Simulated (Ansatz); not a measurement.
Reaction (formal exchange of groups at a C–C bond): `[SiH3]CC=[Se]` + `N[SiH3]` → `N[SiH2]C=[Se]` + `C[SiH3]`

Computed with Ansatz on PBE0-D4/def2-TZVP structures; ΔE is electronic, products minus reactants. CBS: MP2 limit from def2 TZ/QZ plus the TZ coupled-cluster correction, frozen cores. This one scheme is used for every species. For Se outer-core shells are correlated without core-valence functions, which leaves a few kJ/mol of doubt a bond. Scalar relativity is left out up to krypton. Each species was taken in one conformer, which may not be the lowest.

```csv
species,SCS-MP2/def2-QZVPP energy (Eh)
`[SiH3]CC=[Se]`,-2769.09400
`N[SiH3]`,-346.75344
`N[SiH2]C=[Se]`,-2785.16711
`C[SiH3]`,-330.69024
```

**Question.** Work out ΔE.

**Answer.** ΔE = (-2785.16711) + (-330.69024) − (-2769.09400) − (-346.75344) = -0.00991 Eh = -0.27 eV. CCSD(T)/CBS gives -0.30 eV.

Largest T1 diagnostic among the species: 0.016.
